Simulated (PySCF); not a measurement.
# Dipole response of Ti (titanium, neutral)

[Ar] 3d3 4s1, high-spin 5F determinant (an excited configuration). All numbers are calculated (PySCF 2.14, the spin-free X2C one-electron Hamiltonian (Gaussian nucleus), in aug-cc-pwCVTZ-DK). Coupled (time-dependent) response in atomic units; α is the mean over directions.

```tsv
method	mean α (bohr³)	C₆ (like pair)	S(−4)
PBEsol	111.4	1050	15480
```

S(−4) is the Cauchy moment in α(ω) = α(0) + S(−4) ω² + …

α(iu) at PBEsol:

| u (hartree) | α(iu) (bohr³) |
| --- | --- |
| 0 | 111.4 |
| 0.0500 | 87.20 |
| 0.100 | 59.19 |
| 0.200 | 30.37 |
| 0.300 | 18.80 |
| 0.500 | 9.849 |
| 0.750 | 5.856 |
| 1.00 | 4.053 |
| 1.50 | 2.376 |
| 2.00 | 1.589 |
| 3.00 | 0.8632 |
| 5.00 | 0.3771 |
